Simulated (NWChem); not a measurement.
System: CHO2, doublet; SMILES [O]C=O

The following NWChem deck was run.

```
start job
memory heap 200 mb stack 900 mb global 1100 mb
geometry units angstroms noautosym nocenter noautoz
  O     -1.143122    -0.000000    -0.125298
  C      0.005674     0.000000     0.214791
  O      1.173921    -0.000000    -0.204183
  H      0.207611    -0.000000     1.371642
end
basis spherical
  * library 6-31g*
end
dft
  odft
  mult 2
  xc m05-2x
  iterations 150
end
cosmo
  do_cosmo_smd true
  solvent water
end
task dft energy
```

The geometry was optimised at PBE0/def2-SVP, spin-unrestricted. No stability test was run on the SCF state. Solvent: water.

Level: M05-2X/6-31G* with SMD (1 M gas to 1 M solution), gas-phase geometry. Reactions with the solvent are ignored.

**Question.** Give the results of this calculation. (M05-2X/6-31G* (spherical d), spin-unrestricted, SMD on the gas-phase geometry.) Quantities: solvation free energy (kcal/mol); cavity-dispersion-structure term (kcal/mol); dipole in solution (D).

**Answer.** solvation free energy (kcal/mol): -2.5
cavity-dispersion-structure term (kcal/mol): 4.4
dipole in solution (D): 2.43
